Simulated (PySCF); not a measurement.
**O: excitation energy**

O [He] 2s2 2p4 (3P) → O [He] 2s1 2p5 (3P), as a difference of total energies. All numbers are calculated (PySCF 2.14, the spin-free X2C one-electron Hamiltonian (Gaussian nucleus), in dyall-av3z (15s9p3d2f, 71 functions)). Correlated levels: valence: 1s2 frozen; virtual orbitals above 40 to 60 times the deepest correlated orbital energy dropped. The calculations carry no spin-orbit coupling.

```
           method  excitation energy (eV)
              UHF                  16.896
              LDA                  14.331
              PBE                  14.531
             PBE0                  15.179
           r2SCAN                  15.174
        BHandHLYP                  15.753
            B97-3                  15.299
          LC-wPBE                  14.941
            wB97X                  15.212
    MP2 (valence)                  16.066
SCS-MP2 (valence)                  16.005
```

Question: How much does correlation contribute at MP2 (valence)?

Answer: 16.066 − (16.896) = -0.830 eV, measured against UHF.

The upper state lies above the first ionisation limit, where it may autoionise and the basis confines it.
